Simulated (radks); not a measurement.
Rh I, 45 electrons, occupied as [Kr] 4d8 5s1.

Calculated with a radial shooting solver on a logarithmic mesh with Libxc functionals: Dirac Kohn-Sham, exchange-only LDA, spin-unpolarised, spherical densities, point nucleus; open shells are shared between the two j in proportion to 2j + 1.

Energy parts (hartree):
total: -4776.18733
kinetic: 4981.22686
electron-nucleus: -11574.57087
Hartree: 1946.97063
exchange: -129.81395

Orbitals (lengths in bohr, moments of r in powers of bohr; <r^-3> diverges for s and p1/2; r(max) is where P^2 peaks):
orbital	occ.	eigenvalue (hartree)	<r^-3>	r(max)
1s1/2	2	-845.0163	-	0.02120
2s1/2	2	-122.4547	-	0.1200
2p1/2	2	-113.4429	-	0.09295
2p3/2	4	-108.1374	3017	0.09704
3s1/2	2	-21.81942	-	0.3521
3p1/2	2	-18.28956	-	0.3385
3p3/2	4	-17.37672	526.9	0.3482
3d3/2	4	-11.10262	79.57	0.2894
3d5/2	6	-10.92243	75.30	0.2922
4s1/2	2	-2.98533	-	0.8803
4p1/2	2	-1.90972	-	0.9259
4p3/2	4	-1.76432	83.83	0.9513
4d3/2	3.2	-0.19092	6.570	1.142
4d5/2	4.8	-0.17656	6.095	1.155
5s1/2	1	-0.13497	-	2.661

The highest occupied level is 5s1/2 at -3.673 eV. For comparison, the ionisation energy in NIST's Atomic Spectra Database is 7.459 eV (measured). In exact Kohn-Sham theory the highest level is minus the ionisation energy, but local and semilocal functionals leave it too shallow, through self-interaction and a potential that decays too fast; potentials with the right tail come closer.

Run on one thread of a shared host, so times are rough (Arm Neoverse N1): 0.18 s of CPU time, 0.18 s wall, 15 iterations on 2725 mesh points.

Beside tabulated values, note that spin-unpolarised runs miss the spin-polarisation part of the exchange energy of open shells.
